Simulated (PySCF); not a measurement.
A structure optimised at PBE-D3(BJ)/def2-SVP, used in a PySCF frequency run:

```xyz
6

F      0.1272    -1.7779     0.0000
C     -0.3955    -0.5422     0.0000
C      0.3955     0.5422     0.0000
F     -0.1272     1.7779     0.0000
H     -1.4969    -0.5003     0.0000
H      1.4969     0.5003     0.0000
```

Write its SMILES, formula and point group.

F/C=C/F, C2H2F2, C2h

What are its rotational constants (standard atomic weights)?

57.044, 3.9576, 3.7008 GHz
